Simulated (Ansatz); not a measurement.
System: C3H3N2, net charge -1, singlet state. It need not be the lowest isomer of its formula. Whether it binds its extra electron was not tested at this geometry. 
Structure (B3LYP-D3(BJ)/def2-TZVP (Ansatz, a program for electronic structure) minimum search):
```
C
H 1 1.0809
C 1 1.4010 2 128.73
N 3 1.3459 1 110.88 2 180.00
N 4 1.3608 3 107.85 1 0.00
C 5 1.3459 4 107.85 3 0.00
H 3 1.0843 4 120.51 5 -180.00
H 6 1.0843 5 120.51 4 -180.00
```
Charge -1, spin multiplicity 1.

Basis-set convergence of Hartree-Fock and CCSD(T) correlation energies (hartree) with Ansatz. Valence correlation only, unless marked. No spin-orbit coupling. No relativistic terms. This anion needs diffuse functions, which these sets lack.

```csv
basis,functions,E(HF),"E(corr, CCSD(T))"
cc-pVDZ,85,-224.21493,-0.78411
cc-pVTZ,192,-224.27716,-0.95119
cc-pVQZ,365,-224.29546,-1.00486
cc-pV5Z,620,[?],[?]
```

Q: Fill in the missing entries.

A: 
- cc-pV5Z, E(HF): -224.30104
- cc-pV5Z, E(corr, CCSD(T)): -1.02321
